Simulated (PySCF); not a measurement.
# Electron correlation in Zn²⁺ (zinc, charge +2)

[Ar] 3d10, closed-shell 1S. Calculation: PySCF 2.14, in Sapporo-DKH3-DZP-2012; scalar relativity by spin-free X2C-1e. Frozen: [Ar]; 10 electrons correlated.

Total MP2 correlation energy: -381.86 mhartree.

Same-spin part -143.36 and opposite-spin part -238.50 mhartree; SCS-MP2 scales them by 1/3 and 6/5 to -333.99 mhartree.

```
  level  correlation energy (mhartree)
   CCSD                        -343.65
    (T)                          -5.69
CCSD(T)                        -349.34
```

Diagnostics: T1 = 0.0057, D1 = 0.0081, largest double amplitude 0.027.

Cost of the coupled-cluster step: 0.17 s of wall time on 1 thread of Neoverse-V2 (shared host), for 10 correlated electrons.

Iterations:

```
CC2 = 0
CCSD nocc = 5, nmo = 31
frozen orbitals [0, 1, 2, 3, 4, 5, 6, 7, 8]
max_cycle = 100
direct = 0
conv_tol = 1e-08
conv_tol_normt = 1e-06
diis_space = 8
diis_start_cycle = 0
Init t2, MP2 energy = -1793.69486031815  E_corr(MP2) -0.381861861327134
Init E_corr(CCSD) = -0.381861861331624
cycle = 1  E_corr(CCSD) = -0.333420574685242  dE = 0.0484412866  norm(t1,t2) = 0.0326162
cycle = 2  E_corr(CCSD) = -0.34604861793171  dE = -0.0126280432  norm(t1,t2) = 0.0111723
cycle = 3  E_corr(CCSD) = -0.343660897493177  dE = 0.00238772044  norm(t1,t2) = 0.00375747
cycle = 4  E_corr(CCSD) = -0.343605095798463  dE = 5.58016947e-05  norm(t1,t2) = 0.000165524
cycle = 5  E_corr(CCSD) = -0.343649669998177  dE = -4.45741997e-05  norm(t1,t2) = 4.40826e-05
cycle = 6  E_corr(CCSD) = -0.343649615099179  dE = 5.48989983e-08  norm(t1,t2) = 4.43615e-06
cycle = 7  E_corr(CCSD) = -0.343649445806183  dE = 1.69292996e-07  norm(t1,t2) = 4.21993e-07
cycle = 8  E_corr(CCSD) = -0.343649437059235  dE = 8.74694783e-09  norm(t1,t2) = 9.28545e-08
CCSD converged
E(CCSD) = -1793.656647893885  E_corr = -0.343649437059235
CCSD(T) correction = -0.00568845471105259
```
